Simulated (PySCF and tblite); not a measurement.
¹³C shifts against TMS: measured, and computed as averages over conformers at 298.15 K (GIAO wB97X-D/pcSseg-1 (IEF-PCM, chloroform); weights PBE0-D3(BJ)/def2-TZVP (IEF-PCM, chloroform) // PBE0-D3(BJ)/def2-SVP; PySCF, tblite).

```json
{"molecule": "[CH2:1]=[CH:2][CH:3]1[CH2:4][CH2:5]1", "atom": "C4/C5", "computed (ppm)": "9.1", "measured (ppm)": "6.6"}
{"molecule": "[CH3:1][CH2:2][CH2:3][O:4][CH2:5][CH3:6]", "atom": "C1", "computed (ppm)": "12.7", "measured (ppm)": "10.7"}
{"molecule": "[CH2:1]=[CH:2][CH:3]1[CH2:4][CH2:5]1", "atom": "C3", "computed (ppm)": "17.4", "measured (ppm)": "14.7"}
{"molecule": "[CH3:1][CH:2]([CH3:3])[O:4][CH:5]([CH3:6])[CH3:7]", "atom": "C1/C3/C6/C7", "computed (ppm)": "24.2", "measured (ppm)": "23"}
{"molecule": "[CH3:1][C:2](=[O:3])[NH:4][CH:5]([CH3:6])[CH3:7]", "atom": "C6/C7", "computed (ppm)": "25.1", "measured (ppm)": "22.3"}
{"molecule": "[CH3:1][CH2:2][CH2:3][O:4][CH2:5][CH3:6]", "atom": "C2", "computed (ppm)": "26.0", "measured (ppm)": "23.2"}
{"molecule": "[CH3:1][C:2](=[O:3])[NH:4][CH:5]([CH3:6])[CH3:7]", "atom": "C5", "computed (ppm)": "39.7", "measured (ppm)": "40.5"}
{"molecule": "[CH3:1][CH:2]([CH3:3])[O:4][CH:5]([CH3:6])[CH3:7]", "atom": "C2/C5", "computed (ppm)": "68.3", "measured (ppm)": "?"}
{"molecule": "[CH3:1][CH2:2][CH2:3][O:4][CH2:5][CH3:6]", "atom": "C3", "computed (ppm)": "73.7", "measured (ppm)": "72.5"}
```

Task: Fit a straight line to the complete rows and predict the measured shift of C2/C5 in CC(C)OC(C)C.

Result: measured = -2.63 + 1.029·computed (8 points, rms 1.0 ppm, correlation 0.999). At 68.3 this gives 67.7 ppm; the measured value is 68.5 ppm, so the fit is off by 0.8.

Measured: Pretsch, Buehlmann, Badertscher, Structure Determination of Organic Compounds, 4th ed. (2009) (not stated per compound (mostly CDCl3 or CCl4)).

For scale, the study of CC(C)OC(C)C took 2.2 min on 1 thread of AMD EPYC 9B45, shared host (rough), launched as `OMP_NUM_THREADS=1 python ens_run.py task.json out`.
